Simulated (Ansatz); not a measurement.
CH₅Al₂N (`[AlH2][N]1[CH2][AlH]1`). Charge 0, multiplicity 1.

```
atom    x (Å)    y (Å)    z (Å)
 Al1   0.4832  -0.4914  -1.6785
  N2   0.1815  -0.1366   0.0272
  C3  -0.8824   0.7277   0.7115
 Al4   0.4039  -0.1820   1.7702
  H5   1.7021  -1.4497  -2.0190
  H6  -0.4445   0.1373  -2.8045
  H7  -0.8163   1.7908   0.4780
  H8  -1.9044   0.3712   0.5795
  H9   1.2769  -0.7671   2.9355
```

Question: Give the diagnostics of a CCSD(T)/def2-TZVPP run (frozen core, the Gaussian-basis code of Ansatz). (Best estimate.)

Answer: Computed: T1 = 0.0139, largest single amplitude 0.029, largest double 0.037, (T) share of the correlation energy 4.1 %, 10 CCSD cycles. The RHF solution is stable towards an unrestricted one. T1 lies under the customary mark of 0.02 for closed shells.
